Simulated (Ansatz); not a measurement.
C₂H₅FOSi₂ (`O[SiH2]C#C[SiH2]F`), relaxed with RKS PBE0-D4/def2-TZVP in Ansatz from a PBE-D4/def2-SVP geometry. The force threshold is 0.005 eV/Å; the program also tests the step.

Total charge 0; spin multiplicity 1.

Start:

```xyz
11

O    -2.397   -0.414    1.923
Si   -1.682   -1.291    0.687
C    -0.205   -0.403    0.016
C     0.768    0.223   -0.422
Si    2.217    1.140   -1.071
F     2.189    2.667   -0.479
H    -2.649    0.499    1.698
H    -2.611   -1.531   -0.472
H    -1.247   -2.583    1.299
H     2.138    1.214   -2.565
H     3.480    0.479   -0.612
```

Problem. How much energy does the relaxation release, and in how many steps? (Best estimate.)

Solution. Ansatz gave: 0.11 eV, in 50 steps.

Problem. Which bonds change most? (An estimate is asked.)

Solution. Ansatz gave: Si5–F6 from 1.638 to 1.596 Å; O1–Si2 from 1.676 to 1.639 Å; C3–C4 from 1.238 to 1.215 Å; Si2–H8 from 1.505 to 1.484 Å.

Problem. Give the relaxed structure. (Estimate.)

Solution. Computed: 
```xyz
11

O    -2.059   -0.849    2.129
Si   -1.771   -1.178    0.549
C    -0.270   -0.310   -0.051
C     0.711    0.284   -0.452
Si    2.210    1.130   -1.038
F     1.805    2.540   -1.666
H    -2.160    0.068    2.389
H    -2.887   -0.747   -0.328
H    -1.555   -2.637    0.462
H     2.857    0.321   -2.094
H     3.120    1.378    0.101
```
